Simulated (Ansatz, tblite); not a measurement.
Forces on the cluster Ta₄Si₃ at its PBE-D4/def2-SVP geometry. Total charge 0; singlet.

In the def2 sets Ta takes a core potential; there is no spin–orbit coupling. The xTB rows come from tblite. The restricted singlet is unstable towards broken spin symmetry in Hartree–Fock (as tested in another run); at PBE-D4/def2-TZVP this wasn't settled. No other spin state of charge 0 was run. Another isomer (triplet) lies 2.26 eV lower at PBE0-D4/def2-TZVP; other spin states weren't run for this one.

GFN1-xTB (tblite), largest force 4.39 eV/Å:

```xyz
7
positions Å, forces eV/Å
Ta    1.430   -0.056    1.096    2.665   -1.169    2.574
Ta    1.024    2.357    0.281    1.237    4.104    0.931
Ta    1.423    0.548   -1.479    2.233   -0.178   -2.796
Ta   -0.839   -1.231    1.496   -0.329   -1.117    4.163
Si    0.174   -1.574   -0.746   -0.835   -1.449   -2.232
Si   -2.407   -0.880   -0.356   -1.013   -0.111   -1.694
Si   -0.805    0.835   -0.292   -3.959   -0.081   -0.945
```

GFN2-xTB (tblite), largest force 35.08 eV/Å:

```
Ta -13.598 14.736 -28.784
Ta 7.367 -22.787 -2.304
Ta 0.911 7.171 27.449
Ta 5.610 0.481 8.607
Si 2.614 -0.836 -0.790
Si -0.469 0.263 -1.005
Si -2.435 0.972 -3.172
```

PBE-D4/def2-TZVP (Ansatz), largest force 0.28 eV/Å:

```
Ta -0.129 0.005 -0.116
Ta -0.032 -0.168 -0.070
Ta -0.066 -0.009 0.117
Ta -0.016 0.062 -0.158
Si -0.015 0.261 0.100
Si 0.142 0.016 0.079
Si 0.116 -0.168 0.047
```
